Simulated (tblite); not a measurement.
Input of a run (GFN2-xTB geometry optimisation, gas phase (tblite 0.8.0)), started from a force field or distance geometry:
```
{"job": {"kind": "relax", "xc": "GFN2-xTB", "basis": "xTB"}, "charge": 0, "multiplicity": 1}
C     -2.792400    -0.234400     1.216400
C     -2.462200     0.015100    -0.067700
C     -1.079500     0.312700    -0.366900
C     -0.784300     0.560200    -1.665600
Si     0.280300     0.411700     0.837200
S      1.437500    -1.391600     0.579000
Si     3.330100    -0.843000    -0.271900
Cl     3.927400     0.929300     0.703000
H     -2.008200    -0.186500     1.962900
H     -3.838300    -0.467600     1.487000
H     -3.236900    -0.032500    -0.839800
H     -1.595900     0.493700    -2.374700
H      0.235800     0.791300    -1.941300
H     -0.146300     0.608100     2.213700
H      1.163500     1.539000     0.403900
H      4.287300    -1.889600     0.116600
H      3.274900    -0.603700    -1.702700
```

Output (eV, eV/Å):
```
step      E/eV     max force
  0    -664.69563    2.815
  1    -664.84918    1.504
  2    -664.91874    0.616
  3    -664.95265    0.576
  4    -664.98692    0.458
  5    -665.01125    0.569
  6    -665.03370    0.453
  7    -665.04707    0.380
  8    -665.05674    0.219
  9    -665.06293    0.196
 10    -665.06775    0.147
 11    -665.07231    0.185
 12    -665.07685    0.205
 13    -665.08115    0.209
 14    -665.08445    0.198
 15    -665.08620    0.119
 16    -665.08723    0.080
 17    -665.08831    0.098
 18    -665.08969    0.138
 19    -665.09123    0.164
 20    -665.09246    0.119
 21    -665.09328    0.068
 22    -665.09392    0.077
 23    -665.09457    0.073
 24    -665.09518    0.063
 25    -665.09560    0.046
 26    -665.09591    0.047
 27    -665.09627    0.057
 28    -665.09683    0.069
 29    -665.09759    0.077
 30    -665.09832    0.070
 31    -665.09880    0.050
 32    -665.09906    0.033
 33    -665.09924    0.033
 34    -665.09943    0.042
 35    -665.09962    0.042
 36    -665.09983    0.033
 37    -665.10003    0.038
 38    -665.10024    0.039
 39    -665.10045    0.046
 40    -665.10063    0.045
 41    -665.10078    0.035
 42    -665.10092    0.034
 43    -665.10109    0.051
 44    -665.10133    0.067
 45    -665.10168    0.069
 46    -665.10213    0.058
 47    -665.10266    0.060
 48    -665.10323    0.055
 49    -665.10383    0.064
 50    -665.10444    0.065
 51    -665.10507    0.066
 52    -665.10582    0.076
 53    -665.10681    0.097
 54    -665.10801    0.106
 55    -665.10919    0.093
 56    -665.11025    0.090
 57    -665.11125    0.089
 58    -665.11221    0.138
 59    -665.11345    0.156
 60    -665.11480    0.113
 61    -665.11655    0.069
 62    -665.11713    0.078
 63    -665.11887    0.072
 64    -665.12011    0.084
 65    -665.12123    0.092
 66    -665.12220    0.082
 67    -665.12316    0.068
 68    -665.12438    0.096
 69    -665.12535    0.081
 70    -665.12624    0.089
 71    -665.12691    0.068
 72    -665.12752    0.061
 73    -665.12809    0.061
 74    -665.12856    0.038
 75    -665.12888    0.036
 76    -665.12914    0.036
 77    -665.12946    0.050
 78    -665.12992    0.051
 79    -665.13052    0.057
 80    -665.13121    0.051
 81    -665.13195    0.068
 82    -665.13286    0.112
 83    -665.13332    0.144
 84    -665.13520    0.130
 85    -665.13710    0.137
 86    -665.14003    0.111
 87    -665.14204    0.132
 88    -665.14390    0.140
 89    -665.14542    0.087
 90    -665.14630    0.082
 91    -665.14708    0.088
 92    -665.14826    0.122
 93    -665.15030    0.079
 94    -665.15196    0.083
 95    -665.15302    0.089
 96    -665.15392    0.091
 97    -665.15500    0.115
 98    -665.15668    0.108
 99    -665.15815    0.069
100    -665.16004    0.092
101    -665.16139    0.104
102    -665.16391    0.098
103    -665.16628    0.088
104    -665.16822    0.108
105    -665.16938    0.083
106    -665.16756    0.200
107    -665.17083    0.075
108    -665.17132    0.075
109    -665.17237    0.080
110    -665.17322    0.076
111    -665.17496    0.131
112    -665.17672    0.096
113    -665.17842    0.127
114    -665.18034    0.124
115    -665.18300    0.120
116    -665.18566    0.103
117    -665.18716    0.118
118    -665.18681    0.228
119    -665.18908    0.085
120    -665.18979    0.061
121    -665.19090    0.062
122    -665.19184    0.078
123    -665.19287    0.115
124    -665.19435    0.087
125    -665.19638    0.102
126    -665.19850    0.128
127    -665.20003    0.099
128    -665.19833    0.220
129    -665.20267    0.088
130    -665.20373    0.056
131    -665.20642    0.072
132    -665.20691    0.061
133    -665.20740    0.045
134    -665.20766    0.042
135    -665.20799    0.043
136    -665.20839    0.041
137    -665.20864    0.044
138    -665.20885    0.045
139    -665.20908    0.035
140    -665.20942    0.037
141    -665.20973    0.038
142    -665.20998    0.030
143    -665.21016    0.027
144    -665.21030    0.026
145    -665.21044    0.029
146    -665.21060    0.032
147    -665.21077    0.031
148    -665.21103    0.038
149    -665.21141    0.045
150    -665.21196    0.064
151    -665.21264    0.066
152    -665.21329    0.058
153    -665.21382    0.050
154    -665.21430    0.064
155    -665.21492    0.061
156    -665.21592    0.072
157    -665.21721    0.072
158    -665.21919    0.090
159    -665.22145    0.086
160    -665.22313    0.152
161    -665.22461    0.135
162    -665.22645    0.097
163    -665.22747    0.075
164    -665.22860    0.070
165    -665.22954    0.067
166    -665.23048    0.071
167    -665.23088    0.084
168    -665.23165    0.044
169    -665.23208    0.035
170    -665.23258    0.043
171    -665.23275    0.034
172    -665.23295    0.020
173    -665.23301    0.015
174    -665.23305    0.012
175    -665.23307    0.009
```

**Question.** Summarise the run.

**Answer.** The energy falls by 51.9 kJ/mol over 175 L-BFGS steps, the largest force on an atom goes from 2.81 to 0.009 eV/Å, and the atoms move by 1.369 Å rms after alignment. The bond that changes most is Si7–Cl8 (chlorine-bound silicon to silicon-bound chlorine), which shortens by 0.095 Å. Bonds longer at the end by more than 0.005 Å: 3 of 16; shorter: 10. Among the angles that change most is S6–Si5–H14, from 112.5° to 102.6°. Among the dihedrals that turn most is H15–Si5–S6–Si7, from -3° to -80°. The energy rose by more than 1e-5 eV at steps 106, 118 and 128. The first step brought 29 % of the lowering.

**Question.** What are the final bond lengths?

**Answer.** C1=C2 1.327 Å, C2–C3 1.456 Å, C3=C4 1.336 Å, C3–Si5 1.892 Å, Si5–S6 2.173 Å, S6–Si7 2.138 Å, Si7–Cl8 2.014 Å, C1–H9 1.078 Å, C1–H10 1.077 Å, C2–H11 1.085 Å, C4–H12 1.080 Å, C4–H13 1.076 Å, Si5–H14 1.456 Å, Si5–H15 1.459 Å, Si7–H16 1.449 Å, Si7–H17 1.454 Å. Numbering counts from 1 in the input's order; the species is `C=CC(=C)[SiH2]S[SiH2]Cl`.

Its GFN2-xTB frequencies are all real (lowest 20 cm⁻¹). The numbers are those of one conformer. 3 starts were optimised and ended at 0.00, 1.03 and 2.38 kcal/mol (GFN2-xTB); the lowest of these is shown.

All values are computed, not measured.
